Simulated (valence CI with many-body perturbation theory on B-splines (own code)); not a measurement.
## Au XXX: key properties

Level of theory: valence CI with perturbative core correlation (CI+MBPT): four valence electrons over a frozen Dirac-Fock core [Kr] 4d10, radial functions for each j: 7 s, 7 p, 7 d, 7 f, 4 g, 2 h, with the one-electron correlation potential Σ1, the two-electron term Σ2, the three-electron term Σ3, Breit, model QED; selected CI, second order for the rest, scaled by the run's own slope (own B-spline code, finite nucleus).

No measured spectrum was set against this ion. As an estimate, large intervals hold to a few tenths of a per cent, small ones and those within an open d or f shell to about a per cent. Excitations out of the core, of the other parity, are not computed and may begin above about 185 eV (a cautious bound); beyond it only levels of the ground parity were kept, without lifetimes.

Levels are named by their leading jj configuration (3d3/2^4 stands for four electrons in 3d with j = 3/2), which in mixed levels can hold well under half, so a name can repeat and another be missing.

Rates and lifetimes use the calculated energies. Strong lines usually hold to 10 to 20 %, long lifetimes can be off by a factor of two.

Task: What is the ground level?

Result: (4f5/2^4) J=4, composition 72 % 4f⁴ ⁵I + 23 % 4f⁴ ³H + 2 % 4f⁴ ¹G, g = 0.666.

Task: What is the ionisation energy?

Result: 1025 eV; NIST lists 1040 ± 50 eV (theoretical).

Task: Name the longest-lived excited levels whose lifetime is computed, and their main decay.

Result: (4f5/2^4) J=2 at 38698 cm⁻¹ lives 34.8 s, mostly by E2 to (4f5/2^4) J=4; (4f5/2^4) J=0 at 98600 cm⁻¹ lives 425 ms, mostly by E2 to (4f5/2^4) J=2; (4f5/2^3 4f7/2) J=8 at 64466 cm⁻¹ lives 72.5 ms, mostly by M1 to (4f5/2^3 4f7/2) J=7.

Task: How well does LS coupling describe the low levels?

Result: Among the lowest 20 levels the leading LS term, summed over configurations, holds 53 % on average. For single configurations the figures are 53 % in LS and 72 % in jj coupling. Terms mix most in the J = 2 level at 38698 cm⁻¹, where the leading one holds 26 %.

Task: Where does the other parity begin?

Result: At (4f5/2^3 5s) J=4, 1301600 cm⁻¹.
